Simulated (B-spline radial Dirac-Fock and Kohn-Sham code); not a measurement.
Relativistic shifts of the levels of I²²⁺

System: I²²⁺, 1s2 2s2 2p6 3s2 3p6 3d10 4s2 4p1.

Both columns are ΔSCF binding energies of the configuration average from a radial B-spline solver: non-relativistic Hartree-Fock with a point nucleus, and Dirac-Fock with a finite nucleus and the Coulomb interaction alone, averaged over the two j levels with weights 2j+1.

```
shell  Hartree-Fock (eV)  Dirac-Fock (eV)  shift (eV)  shift (%)
   1s            32649.6          33979.4    +1329.74      +4.07
   2s             5554.0           5886.6     +332.60      +5.99
   2p             5246.1           5347.2     +101.09      +1.93
   3s             1642.0           1717.9      +75.91      +4.62
   3p             1511.0           1537.2      +26.11      +1.73
   3d             1274.9           1268.7       -6.18      -0.48
   4s              708.8            730.9      +22.06      +3.11
   4p              665.4            673.5       +8.16      +1.23
```

Relativity binds 1s, 2s, 2p, 3s, 3p, 4s, 4p more strongly, among those listed most of all 2s in relative terms, and 3d more weakly, because the contracted s and p shells screen the nucleus better.

Values without a named source are computed, but for edge energies of neutral atoms, which are taken from tables.
